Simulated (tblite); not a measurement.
CH4FNOSi.
Geometry (GFN2-xTB, Å), atoms numbered from 1 in this order:
```
atom  x, y, z in Å
N1     1.3519    0.4400   -0.5200
C2     0.6606   -0.3423    0.3389
O3     1.2245   -1.0909    1.1158
Si4   -1.2531   -0.2197    0.2775
F5    -1.5629    0.8757   -0.8781
H6     0.8886    1.0581   -1.1616
H7     2.3605    0.4060   -0.5203
H8    -1.7978    0.3361    1.5029
H9    -1.8588   -1.4570   -0.1802
```

Computed values, GFN2-xTB/tblite, gas phase, harmonic and unscaled. This tight-binding method is rough: wavenumbers can miss measured ones by several per cent, in bad cases by 10 to 20. Modes of hydrogen on silicon can be 10 to 20 % off. One conformer, not necessarily the lowest.

Harmonic wavenumbers (cm⁻¹): 42.2, 148.2, 299.8, 328.9, 363.7, 421.4, 533.2, 563.1, 638.9, 644.4, 703.7, 750.4, 790.7, 1037.9, 1269.5, 1455.8, 1703.7, 2358.0, 2371.8, 3430.5, 3529.6.

A = 7353, B = 2859, C = 2111 MHz; mass 93.005 u (most abundant isotopes); point group Cs, symmetry number 1.

What is the zero-point energy?

½Σν̃ = 11693 cm⁻¹ = 139.88 kJ/mol.

What is S at 273.15 K and 1 bar for an ideal gas of classical rigid rotors and harmonic oscillators?

Translation 163.56, rotation 109.30, vibration 57.91: S = 330.8 J/(mol K).

And Cp and H(273.15 K) − H(0)?

Cp = 99.82 J/(mol K), of which vibrations give 66.56 (their classical limit is 21 R = 174.6); H(273.15 K) − H(0) = 17.69 kJ/mol without the zero-point energy, 8.60 from vibrations.

Blend soft modes into free rotors: weight 1/[1 + (100 cm⁻¹/ν̃)⁴] for the oscillator and the rest for a rotor with moment μB/(μ + B), μ = h/(8π²ν), B = 10⁻⁴⁴ kg m². What vibrational entropy results?

52.37 J/(mol K) in place of 57.91, which changes −T·S at 273.15 K by +1.51 kJ/mol.

What must be added to the electronic energy to get the Gibbs energy at 273.15 K and 1 bar?

ZPE + [H(273.15 K) − H(0)] − T·S = 139.88 + 17.69 − 90.35 = 67.22 kJ/mol.

Which modes carry the vibrational entropy at 273.15 K?

42.2 cm⁻¹: 20.83; 148.2 cm⁻¹: 10.58; 299.8 cm⁻¹: 5.33; 328.9 cm⁻¹: 4.71; 363.7 cm⁻¹: 4.07; 421.4 cm⁻¹: 3.21 J/(mol K); the other 15 give 9.17 together.

How do the functions run with temperature in this model?

```csv
T (K),S (J/(mol K)),Cp (J/(mol K)),H − H(0) (kJ/mol),G − H(0) (kJ/mol),ln q(vib)
150,281.2,67.3,7.31,-34.88,1.54
250,322.2,94.5,15.44,-65.10,2.86
298.15,339.7,105.1,20.25,-81.04,3.52
400,373.3,122.8,31.91,-117.39,4.95
600,427.7,145.4,58.92,-197.70,7.66
900,490.8,165.5,105.83,-335.92,11.30
```

q(vib) and H(0) count from the zero-point level.

Hindered rotation and anharmonicity are outside this model. Other conformers, if any are populated, would add a mixing term that is left out.
